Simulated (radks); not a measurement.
Species: the germanium ion Ge3+. Configuration: [Ar] 3d10 4s1 (the NIST ground configuration).

Calculated with a radial shooting solver on a logarithmic mesh with Libxc functionals: scalar-relativistic Kohn-Sham, XLYP, spin-polarised, spherical densities, point nucleus; open shells are filled with parallel spins first.

Energy parts (eV):
part                       energy
total                  -57073.962
kinetic                 58112.537
electron-nucleus      -136549.584
Hartree                 23523.474
exchange-correlation    -2160.388

Orbitals (lengths in bohr, moments of r in powers of bohr; <r^-3> diverges for s and p1/2):
1s up: occ. 1; eigenvalue (eV) -11000.37; <r> 0.04699
1s down: occ. 1; eigenvalue (eV) -11000.29; <r> 0.04699
2s up: occ. 1; eigenvalue (eV) -1406.349; <r> 0.2100
2s down: occ. 1; eigenvalue (eV) -1406.304; <r> 0.2100
2p up: occ. 3; eigenvalue (eV) -1233.501; <r^-3> 995.6; <r> 0.1837
2p down: occ. 3; eigenvalue (eV) -1233.450; <r^-3> 995.5; <r> 0.1837
3s up: occ. 1; eigenvalue (eV) -202.3267; <r> 0.6242
3s down: occ. 1; eigenvalue (eV) -202.2070; <r> 0.6238
3p up: occ. 3; eigenvalue (eV) -149.5269; <r^-3> 134.8; <r> 0.6467
3p down: occ. 3; eigenvalue (eV) -149.3842; <r^-3> 135.0; <r> 0.6460
3d up: occ. 5; eigenvalue (eV) -63.1438; <r^-3> 14.31; <r> 0.7276
3d down: occ. 5; eigenvalue (eV) -62.8979; <r^-3> 14.40; <r> 0.7236
4s up: occ. 1; eigenvalue (eV) -41.3085; <r> 1.844
4s down: occ. 0; eigenvalue (eV) -40.2968; <r> 1.855
4p up: occ. 0; eigenvalue (eV) -30.8623; <r^-3> 12.34; <r> 2.135
4p down: occ. 0; eigenvalue (eV) -29.9789; <r^-3> 11.98; <r> 2.152

The highest occupied level is 4s up at -41.309 eV. Summed over all electrons, <r^2> = 14.73 bohr^2, which gives a Langevin (diamagnetic) susceptibility term of -11.7 x 10^-6 cm^3/mol. For comparison, the ionisation energy in NIST's Atomic Spectra Database is 45.716 eV (measured). In exact Kohn-Sham theory the highest level is minus the ionisation energy, but local and semilocal functionals leave it too shallow, through self-interaction and a potential that decays too fast; potentials with the right tail come closer. Spin moment in Bohr magnetons: 1. The density falls to 0.001 e/bohr^3 at r = 3.04 bohr.
